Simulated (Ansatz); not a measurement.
Basis sets compared for Al6O15H12, a hydroxylated oxide cluster. Charge 0, multiplicity 1. Geometry PBE-D4/def2-SVP. Ansatz on 2 threads of AMD EPYC 7R13 on a shared host and a share (18 GiB) of an NVIDIA H100 80GB HBM3; times are rough, and most runs start from earlier orbitals.

```csv
atom,x (Å),y (Å),z (Å)
Al1,-0.541,-1.134,1.248
Al2,0.357,1.614,-0.618
Al3,1.911,-1.486,-0.664
Al4,-2.090,1.526,0.488
Al5,-1.858,-0.466,-1.530
Al6,2.026,0.389,1.959
O7,-2.073,-1.902,1.576
O8,0.397,-2.226,0.043
O9,-2.905,1.137,1.969
O10,-1.984,-2.190,-1.205
O11,-1.217,-0.019,-3.057
O12,-3.135,0.740,-0.864
O13,-0.886,0.166,-0.054
O14,1.436,0.109,-1.337
O15,2.900,-2.422,-1.701
O16,1.624,1.769,0.769
O17,2.824,-0.862,0.813
O18,0.553,-0.417,2.358
O19,3.171,1.032,3.072
O20,0.439,2.177,-2.309
O21,-0.906,2.715,0.095
H22,-2.713,-1.306,2.010
H23,-0.354,-2.457,-0.610
H24,-2.633,1.579,2.790
H25,-2.385,-2.375,-0.319
H26,-0.710,0.829,-3.073
H27,-3.963,1.037,-1.272
H28,1.479,0.305,-2.295
H29,2.839,-3.383,-1.806
H30,1.405,2.592,1.251
H31,3.794,-0.829,0.720
H32,3.203,0.726,3.991
H33,-0.006,3.032,-2.439
```

B3LYP takes the VWN-RPA correlation. Single mean-field runs in def2-TZVP are fitted with def2-universal-jkfit.

Binding counts from free atoms (Al doublet, O triplet, H doublet) in the same basis, without a counterpoise term.

| level | functions | energy (Eh) | HOMO (eV) | LUMO (eV) | binding per atom (eV) | wall time |
| --- | --- | --- | --- | --- | --- | --- |
| PBE-D4/def2-SVP | 378 | -2588.1979 | -6.08 | -1.48 | 4.65 | 11 s |
| B3LYP-D4/6-31G | 237 | -2591.1220 | -7.86 | -1.54 | 4.16 | 6 s |
| PBE0-D4/def2-SVP | 378 | -2588.3399 | -7.75 | -0.63 | 4.52 | 9 s |

Estimate the rows for PBE-D4/def2-TZVP, B3LYP-D4/def2-TZVP (with forces), PBE0-D4/def2-TZVP.


```json
{"level": "PBE-D4/def2-TZVP", "functions": "759", "energy (Eh)": "-2590.0995", "HOMO (eV)": "-6.29", "LUMO (eV)": "-1.83", "binding per atom (eV)": "4.61", "wall time": "9.6 s"}
{"level": "B3LYP-D4/def2-TZVP (with forces)", "functions": "759", "energy (Eh)": "-2592.2818", "HOMO (eV)": "-7.61", "LUMO (eV)": "-1.28", "binding per atom (eV)": "4.52", "wall time": "11 s"}
{"level": "PBE0-D4/def2-TZVP", "functions": "759", "energy (Eh)": "-2590.2237", "HOMO (eV)": "-7.88", "LUMO (eV)": "-0.98", "binding per atom (eV)": "4.48", "wall time": "12 s"}
```
